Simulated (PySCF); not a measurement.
**Electron correlation in Ge (germanium, neutral)**

[Ar] 3d10 4s2 4p2, high-spin 3P determinant. Computed with PySCF 2.14 in aug-cc-pVDZ-PP with ECP10MDF (5s4p3d, 32 functions), with scalar relativity through the core potential. Frozen: 3s2 3p6 3d10; 4 electrons correlated.

MP2 pair energies summed by pair of shells (mhartree):

| pair | energy | share (%) |
| --- | --- | --- |
| 4s-4p | -23.88 | 58.1 |
| 4s-4s | -13.03 | 31.7 |
| 4p-4p | -4.18 | 10.2 |

Total MP2 correlation energy: -41.10 mhartree.

Same-spin part -7.39 and opposite-spin part -33.71 mhartree; SCS-MP2 scales them by 1/3 and 6/5 to -42.92 mhartree.

```tsv
level	correlation energy (mhartree)
CCSD	-57.24
(T)	-0.90
CCSD(T)	-58.14
```

Diagnostics: T1 = 0.0086, D1 = 0.0237, largest double amplitude 0.069.

Cost of the coupled-cluster step: 0.24 s of wall time on 1 thread of AMD EPYC 7R43 64-Core Processor (shared host), for 4 correlated electrons.
